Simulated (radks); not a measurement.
Results of a calculation; reference values are marked as such.
Ti5+, configuration [Ne] 3s2 3p5.

Level of theory: scalar-relativistic Kohn-Sham, SCAN, spin-polarised, spherical densities, finite nucleus; open shells are filled with parallel spins first; meta-GGA in the generalised Kohn-Sham scheme; Fermi nuclear charge, rms radius 3.5921 fm (a radial shooting solver on a logarithmic mesh with Libxc functionals).

Energy parts (hartree):
total: -846.87976
kinetic: 854.23610
electron-nucleus: -1963.92935
Hartree: 302.80351
exchange-correlation: -39.99001

Orbitals (lengths in bohr, moments of r in powers of bohr):
[
 {"orbital": "1s up", "occ.": "1", "eigenvalue (hartree)": "-182.6861", "<1/r>": "21.80", "<r>": "0.06961"},
 {"orbital": "1s down", "occ.": "1", "eigenvalue (hartree)": "-182.6647", "<1/r>": "21.80", "<r>": "0.06961"},
 {"orbital": "2s up", "occ.": "1", "eigenvalue (hartree)": "-23.01334", "<1/r>": "4.572", "<r>": "0.3235"},
 {"orbital": "2s down", "occ.": "1", "eigenvalue (hartree)": "-23.00258", "<1/r>": "4.571", "<r>": "0.3235"},
 {"orbital": "2p up", "occ.": "3", "eigenvalue (hartree)": "-19.52527", "<1/r>": "4.460", "<r>": "0.2890"},
 {"orbital": "2p down", "occ.": "3", "eigenvalue (hartree)": "-19.50366", "<1/r>": "4.458", "<r>": "0.2890"},
 {"orbital": "3s up", "occ.": "1", "eigenvalue (hartree)": "-5.08250", "<1/r>": "1.472", "<r>": "0.9540"},
 {"orbital": "3s down", "occ.": "1", "eigenvalue (hartree)": "-4.99858", "<1/r>": "1.466", "<r>": "0.9577"},
 {"orbital": "3p up", "occ.": "3", "eigenvalue (hartree)": "-4.12181", "<1/r>": "1.370", "<r>": "0.9933"},
 {"orbital": "3p down", "occ.": "2", "eigenvalue (hartree)": "-4.03994", "<1/r>": "1.364", "<r>": "0.9981"}
]

The highest occupied level is 3p down at -109.93 eV. For comparison, the ionisation energy in NIST's Atomic Spectra Database is 119.53 eV (semi-empirical). In exact Kohn-Sham theory the highest level is minus the ionisation energy, but local and semilocal functionals leave it too shallow, through self-interaction and a potential that decays too fast; potentials with the right tail come closer. The spin density at the nucleus is 0.3899 e/bohr^3 (1s -0.5303, 2s 0.3942, 3s 0.5260). Spin moment in Bohr magnetons: 1. The electron density at the nucleus is 8540 e/bohr^3 (large components only). Summed over all electrons, <r^2> = 8.698 bohr^2, which gives a Langevin (diamagnetic) susceptibility term of -6.89 x 10^-6 cm^3/mol.

Empty levels of this run are not shown, since the potential may be unsettled where no density lies.
